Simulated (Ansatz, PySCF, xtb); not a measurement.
Reaction (SMILES): C/C=C\C(C)C + 4 C (CH4) -> C=C (C2H4) [ethene] + 4 CC (C2H6)
Geometries: B3LYP-D3(BJ)/def2-TZVP minima from Ansatz (a quantum-chemistry and plane-wave program), one conformer each, not searched for the lowest. Frequencies are from Ansatz or PySCF.

Quantity: bond separation energy (enthalpy at 298 K, with B3LYP-D3(BJ) rigid-rotor harmonic-oscillator terms), in kcal/mol. Correlated levels leave the core frozen unless marked. Spin-orbit coupling is left out. No relativistic terms. CBS(X,Y): correlation extrapolated as X^-3; Hartree-Fock from the larger set. The bracket is a focal-point correction in the basis named.

From measured enthalpies of formation at 298 K: 17.5 kcal/mol (C/C=C\C(C)C -13.7, CRC Handbook; C (CH4) -17.8, ATcT 1.112; C=C (C2H4) 12.6, ATcT 1.112; CC (C2H6) -20.0, ATcT 1.112). It holds spin-orbit effects, and any other conformers, which the calculations lack, and core correlation, which the frozen-core levels lack. This is an older compilation, not checked against later work.

```csv
level,program,bond separation energy (kcal/mol),error against measurement
GFN2-xTB,xtb,17.6,0.1
r2SCAN-D3(BJ)/def2-TZVPD,Ansatz + dftd3,16.7,-0.8
PBE0-D4/def2-TZVP,Ansatz + dftd4,15.5,-2.0
MP2/6-31G*,Ansatz,17.1,-0.4
CCSD(T)/6-31G*,Ansatz,15.1,-2.4
CCSD(T)/cc-pVDZ,Ansatz,14.1,-3.4
"RI-MP2/CBS(cc-pVTZ,cc-pVQZ)+[CCSD(T)-MP2]/cc-pVTZ",Ansatz,15.7,-1.8
```
